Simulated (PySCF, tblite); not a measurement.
Isomers of C5H7OS2 (doublet state), one GFN2-xTB conformer each. Single-point energies are computed at B3LYP/pcH-1 (PySCF, gas phase, no added dispersion term), electronic only. GFN2-xTB treats the open shell by occupation alone, and not every SCF solution was tested for stability.

```json
{"SMILES": "CO[C]1CC=C(S)S1", "GFN2-xTB relative energy (kJ/mol)": "44.8"}
{"SMILES": "COC1=CC[C](S)S1", "GFN2-xTB relative energy (kJ/mol)": "25.3"}
{"SMILES": "CO[C@H]1[CH]C=C(S)S1", "GFN2-xTB relative energy (kJ/mol)": "0.0"}
```

Conformers: `[CH3:1][O:2][C:3]1[CH2:4][CH:5]=[C:6]([SH:7])[S:8]1` (doublet state) with C1–O2–C3–C4 175°, C5–C6–S7–H -177°, O2–C3–C4–C5 160°, C3–C4–C5–C6 -9°, C5–C6–S8–C3 8°, O2–C3–S8–C6 -158°; `[CH3:1][O:2][C:3]1=[CH:4][CH2:5][C:6]([SH:7])[S:8]1` (doublet state) with C1–O2–C3–C4 -176°, C5–C6–S7–H 169°, C3–C4–C5–C6 -8°, C4–C5–C6–S7 162°, C5–C6–S8–C3 -11°, O2–C3–S8–C6 -174°; `[CH3:1][O:2][C@H:3]1[CH:4][CH:5]=[C:6]([SH:7])[S:8]1` (doublet state) with C1–O2–C3–C4 171°, C5–C6–S7–H 177°.

Q: What does B3LYP/pcH-1 give for the same structures?

A: 
```tsv
SMILES	B3LYP/pcH-1 E (Eh)	B3LYP/pcH-1 (kJ/mol)	GFN2-xTB (kJ/mol)	point group
CO[C@H]1[CH]C=C(S)S1	-1066.30574	0.0	0.0	C1
COC1=CC[C](S)S1	-1066.28697	49.3	25.3	C1
CO[C]1CC=C(S)S1	-1066.28511	54.1	44.8	C1
```

Both levels put the same isomer lowest; measured from each level's own lowest isomer, the values differ by up to 24.0 kJ/mol (COC1=CC[C](S)S1: 25.3 against 49.3). Neighbours under 21 kJ/mol apart (COC1=CC[C](S)S1 and CO[C]1CC=C(S)S1) can change places with a better method, another conformer or zero-point energy.

Q: What happens when harmonic zero-point energies from GFN2-xTB frequencies are added?

A: 
```json
{"SMILES": "CO[C@H]1[CH]C=C(S)S1", "ZPE (kJ/mol)": "273.8", "electronic (kJ/mol)": "0.0", "with ZPE (kJ/mol)": "0.0"}
{"SMILES": "COC1=CC[C](S)S1", "ZPE (kJ/mol)": "274.3", "electronic (kJ/mol)": "49.3", "with ZPE (kJ/mol)": "49.8"}
{"SMILES": "CO[C]1CC=C(S)S1", "ZPE (kJ/mol)": "273.4", "electronic (kJ/mol)": "54.1", "with ZPE (kJ/mol)": "53.7"}
```

The zero-point energies span 0.9 kJ/mol. The order is unchanged.
